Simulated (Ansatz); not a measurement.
A nudged elastic band was laid between two geometries of AsFH₆OSi₂ (11 atoms, charge 0, multiplicity 1).

All numbers below come from RKS PBE0-D4/def2-SVP in Ansatz 0.2.0.

```yaml
movable_images: 9
climbing_image: yes
spring: 5.0 eV/Å²
optimiser: quadratic models (default)
start_path: through a guess of the saddle point
force_threshold: 0.03 eV/Å
iteration_limit: 60
end_points: relaxed
```

Image 0:

```xyz
11
Properties=species:S:1:pos:R:3
F -2.164 0.340 -0.075
Si -0.568 0.638 0.069
Si 0.140 -0.030 2.193
O 0.262 -0.297 -1.009
As 0.347 -0.119 -2.811
H -0.400 2.089 -0.239
H 1.608 0.225 2.327
H -0.126 -1.489 2.374
H -0.582 0.738 3.253
H 1.776 -0.651 -2.928
H -0.226 -1.500 -3.134
```

Image 10:

```xyz
11
Properties=species:S:1:pos:R:3
F -2.275 0.465 -0.062
Si -0.712 0.922 0.003
Si 0.191 -0.097 1.917
O 0.053 0.454 -1.384
As 0.734 -1.172 -1.790
H -0.687 2.408 0.024
H 1.670 0.120 1.960
H -0.084 -1.566 1.908
H -0.422 0.505 3.140
H -0.207 -1.464 -2.960
H 1.804 -0.632 -2.736
```

(1) What changes between the two ends?

(2) What energy profile does the band end with?

(3) What is the geometry of the highest image?

The band took 26 iterations and roughly 29 core-minutes.

## Answers

(1) No bond is made or broken. The dihedral F1–Si2–O4–As5 goes from 72 to -82°.

(2) It converged. The highest image is number 5 of 0 to 10, 2.2 kcal/mol above the first end and 2.2 kcal/mol above the last; the last end lies 0.1 kcal/mol above the first. A vibrational analysis at the climbing image gives one clearly imaginary mode, 49i cm⁻¹, and a faint second one (38i cm⁻¹) that may be numerical noise or a soft torsion: probably a first-order saddle point.

| image | path coordinate (Å) | energy (kcal/mol) | dihedral F1–Si2–O4–As5 (°) |
| --- | --- | --- | --- |
| 0 | 0.00 | 0.0 | 72 |
| 1 | 0.62 | 0.2 | 93 |
| 2 | 1.24 | 0.9 | 116 |
| 3 | 1.87 | 1.6 | 141 |
| 4 | 2.49 | 2.1 | 165 |
| 5 | 3.11 | 2.2 | -168 |
| 6 | 3.87 | 1.9 | -125 |
| 7 | 4.62 | 1.2 | -96 |
| 8 | 5.38 | 0.7 | -88 |
| 9 | 6.13 | 0.3 | -87 |
| 10 | 6.89 | 0.1 | -82 |

(3) 
```xyz
11
Properties=species:S:1:pos:R:3
F -2.494 0.518 0.167
Si -0.910 0.827 -0.006
Si 0.215 -0.087 1.839
O -0.438 0.079 -1.398
As 1.169 -0.294 -2.124
H -0.774 2.308 -0.119
H 1.691 0.079 1.638
H -0.086 -1.548 1.941
H -0.176 0.592 3.112
H 1.282 -1.727 -1.587
H 0.588 -0.803 -3.442
```

The run took 15 min on 2 threads of Arm Neoverse V1, with other jobs on the host, peak memory 0.37 GiB.
